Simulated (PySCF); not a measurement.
An equivalent PySCF input for C⁺ (carbon, charge +1), [He] 2s2 2p1, 2P determinant, with scalar relativity by spin-free X2C-1e:

```python
from pyscf import gto, scf, dft, mp, cc
import basis_set_exchange as bse
mol = gto.M(atom="C 0 0 0", charge=1, spin=1, symmetry="D2h",
            basis=gto.basis.parse(bse.get_basis("aug-cc-pCVTZ-DK", elements=["C"], fmt="nwchem", header=False)),
            nucmod="G")
mf = dft.UKS(mol, xc="PBE").sfx2c1e()
mf.irrep_nelec = {'Ag': (2, 2), 'B2u': (1, 0)}
mf.kernel()
```

It reaches the same state as the run whose output follows, with an energy that differs only through the grid. The run itself started from symmetry-adapted Hartree-Fock orbitals and held the occupation by maximum overlap, on a logarithmic radial grid, so the iterations belong to that start.

```
SCF conv_tol = 1e-09
number electrons alpha = 3  beta = 2
XC functionals = PBE
    J. P. Perdew, K. Burke, and M. Ernzerhof.,  Phys. Rev. Lett. 77, 3865 (1996)
    J. P. Perdew, K. Burke, and M. Ernzerhof.,  Phys. Rev. Lett. 78, 1396 (1997)
    J. P. Perdew, K. Burke, and M. Ernzerhof.,  Phys. Rev. Lett. 77, 3865 (1996)
    J. P. Perdew, K. Burke, and M. Ernzerhof.,  Phys. Rev. Lett. 78, 1396 (1997)
cycle= 1 E= -37.3882448385749  delta_E= -0.0044  |g|= 0.00967  |ddm|= 0.142
cycle= 2 E= -37.3882769026613  delta_E= -3.21e-05  |g|= 0.00121  |ddm|= 0.0143
cycle= 3 E= -37.3882776973455  delta_E= -7.95e-07  |g|= 0.000327  |ddm|= 0.00349
cycle= 4 E= -37.3882777477993  delta_E= -5.05e-08  |g|= 5.13e-05  |ddm|= 0.00111
cycle= 5 E= -37.3882777486541  delta_E= -8.55e-10  |g|= 6.05e-07  |ddm|= 0.00011
converged SCF energy = -37.3882777486541  <S^2> = 0.75204946  2S+1 = 2.0020484
```
